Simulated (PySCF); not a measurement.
## Spinor energies of Kr⁴⁺ (krypton, charge +4)

Start: [Ar] 3d10 4s2 4p2; 4p1/2 filled at m_j = -1/2, +1/2. Calculated with PySCF 2.14 in x2c-SVPall-2c (5s6p3d, 38 functions): generalised Hartree-Fock with the X2C-1e Hamiltonian and a Gaussian nucleus; one run each with spin-orbit coupling (SO) switched off, then screened by Boettger's factors.

```json
{"spinor shell": "1s1/2", "electrons": "2", "ε, spin-free (eV)": "-14457.9", "ε, screened SO (eV)": "-14457.6", "weight of nominal j (screened SO)": "1.000", "rms radius, screened SO (bohr)": "0.0478"}
{"spinor shell": "2s1/2", "electrons": "2", "ε, spin-free (eV)": "-2016.9", "ε, screened SO (eV)": "-2016.8", "weight of nominal j (screened SO)": "1.000", "rms radius, screened SO (bohr)": "0.199"}
{"spinor shell": "2p1/2", "electrons": "2", "ε, spin-free (eV)": "-1785.1", "ε, screened SO (eV)": "-1822.2", "weight of nominal j (screened SO)": "1.000", "rms radius, screened SO (bohr)": "0.174"}
{"spinor shell": "2p3/2", "electrons": "4", "ε, spin-free (eV)": "-1785.1", "ε, screened SO (eV)": "-1767.2", "weight of nominal j (screened SO)": "1.000", "rms radius, screened SO (bohr)": "0.178"}
{"spinor shell": "3s1/2", "electrons": "2", "ε, spin-free (eV)": "-361.72", "ε, screened SO (eV)": "-361.61", "weight of nominal j (screened SO)": "1.000", "rms radius, screened SO (bohr)": "0.565"}
{"spinor shell": "3p1/2", "electrons": "2", "ε, spin-free (eV)": "-285.11", "ε, screened SO (eV)": "-291.13", "weight of nominal j (screened SO)": "0.995", "rms radius, screened SO (bohr)": "0.574"}
{"spinor shell": "3p3/2", "electrons": "4", "ε, spin-free (eV)": "-285.11", "ε, screened SO (eV)": "-282.09", "weight of nominal j (screened SO)": "0.997", "rms radius, screened SO (bohr)": "0.584"}
{"spinor shell": "3d3/2", "electrons": "4", "ε, spin-free (eV)": "-158.45", "ε, screened SO (eV)": "-159.30", "weight of nominal j (screened SO)": "0.972", "rms radius, screened SO (bohr)": "0.607"}
{"spinor shell": "4s1/2", "electrons": "2", "ε, spin-free (eV)": "-79.146", "ε, screened SO (eV)": "-79.107", "weight of nominal j (screened SO)": "0.999", "rms radius, screened SO (bohr)": "1.54"}
{"spinor shell": "4p1/2", "electrons": "2", "ε, spin-free (eV)": "-63.744", "ε, screened SO (eV)": "-63.889", "weight of nominal j (screened SO)": "0.648", "rms radius, screened SO (bohr)": "1.72"}
```

(1) Where does 3d5/2 lie, and what is the 3d spin-orbit splitting (screened SO)?

```json
{"quantity": "E (hartree)", "spin-free": "-2783.18381", "screened SO": "-2783.34380"}
{"quantity": "M_J", "spin-free": "0", "screened SO": "0"}
{"quantity": "⟨J²⟩", "spin-free": "2.006", "screened SO": "1.326"}
{"quantity": "⟨L²⟩", "spin-free": "2.004", "screened SO": "1.967"}
{"quantity": "⟨S²⟩", "spin-free": "2.002", "screened SO": "1.937"}
```

The determinant has a definite M_J but mixes levels of different J.

Each row is a mean over spinors that exchange with the open shell spreads, by up to 6.900 eV (4s1/2).

Rows whose weight is well below 1 are mixtures of j = l ± 1/2: exchange outweighs spin-orbit coupling there, and the label is only the starting occupation.

Without spin-orbit coupling the j labels of p, d and f shells carry no meaning; the spin-free column gives the mean over the occupied spinors of each nl shell.

## Answers

(1) At -157.74 eV, 1.562 eV above 3d3/2.
